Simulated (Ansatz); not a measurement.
Consider the cleavage of the Si–Si bond: `C[SiH](C)[SiH2]F` + `OC[TeH]` → `OC[Te][SiH2]F` + `C[SiH2]C`.

Calculated with Ansatz (gas phase, PBE0-D4/def2-TZVP geometries, no zero-point term in ΔE). CCSD(T)/CBS adds triple-zeta CCSD(T) − MP2 to the extrapolated MP2 energy (def2 sets, frozen cores). Functionals use def2-TZVPP. Elements past krypton have def2 core potentials. For Te outer-core shells are correlated without core-valence functions, which leaves a few kJ/mol of doubt a bond. One conformer a species, not always the lowest.

`C[SiH](C)[SiH2]F`:

Cartesian coordinates in Å:
```
C 0.797 -1.287 1.100
Si 0.177 -0.357 -0.407
C 1.272 1.115 -0.798
Si -2.038 0.344 -0.076
F -2.098 1.357 1.178
H 1.825 -1.625 0.946
H 0.780 -0.645 1.984
H 0.179 -2.163 1.306
H 0.144 -1.280 -1.583
H 1.269 1.830 0.029
H 2.304 0.793 -0.964
H 0.931 1.634 -1.696
H -2.954 -0.789 0.234
H -2.587 1.072 -1.253
```

`OC[TeH]`:

Z-matrix (Å, degrees):
```
C
Te 1 2.178
O 1 1.388 2 115.2
H 1 1.088 2 105.4 3 -118.4
H 1 1.093 2 105.3 3 126.2
H 2 1.658 1 93.0 3 -98.8
H 3 0.961 1 109.1 2 58.2
```

`OC[Te][SiH2]F`:

```xyz
10

O    -2.285   -0.494   -0.630
C    -1.441   -0.373    0.459
Te   -0.352    1.536    0.525
Si    1.793    0.519   -0.123
F     2.635   -0.031    1.124
H    -1.762   -0.487   -1.437
H    -0.680   -1.155    0.519
H    -2.052   -0.385    1.359
H     2.632    1.527   -0.809
H     1.512   -0.657   -0.987
```

`C[SiH2]C`:

Z-matrix (Å, degrees):
```
C
Si 1 1.872
H 1 1.093 2 110.9
H 1 1.092 2 111.0 3 120.0
H 1 1.093 2 110.9 3 -120.0
C 2 1.872 1 111.5 3 60.0
H 2 1.491 1 109.5 3 -178.7
H 2 1.491 1 109.5 3 -61.3
H 6 1.092 2 111.0 1 -180.0
H 6 1.093 2 110.9 1 -60.0
H 6 1.093 2 110.9 1 60.0
```

| level | ΔE (kJ/mol) |
| --- | --- |
| r2SCAN0-D4 | -71.6 |
| ωB97M-V | -71.7 |
| CAM-B3LYP | -66.0 |
| CCSD(T)/def2-SVP | -64.1 |

(1) What does CCSD(T)/CBS give? (An estimate is asked.)

Largest T1 diagnostic among the species: 0.012.

Results:

(1) Computed: -72.6 kJ/mol. The listed levels differ from it by 1.0, 0.9, 6.6, 8.5 kJ/mol.

Leaving LDA and LC-ωPBE aside and taking each functional with its dispersion term where it has one, the values, not all of them listed here, spread over 9.5 kJ/mol, from PBE-QIDH to B97M-V. At CCSD(T), def2-SVP lies +8.5 kJ/mol from the extrapolated value and def2-TZVPP +5.1 kJ/mol. From BLYP to BHLYP (50 % exact exchange), in def2-TZVPP and without D4, ΔE moves by −4.4 kJ/mol.

CCSD(T)/CBS has its own doubt, a few kJ/mol and more with outer-core shells, so smaller differences from it don't rank the levels.
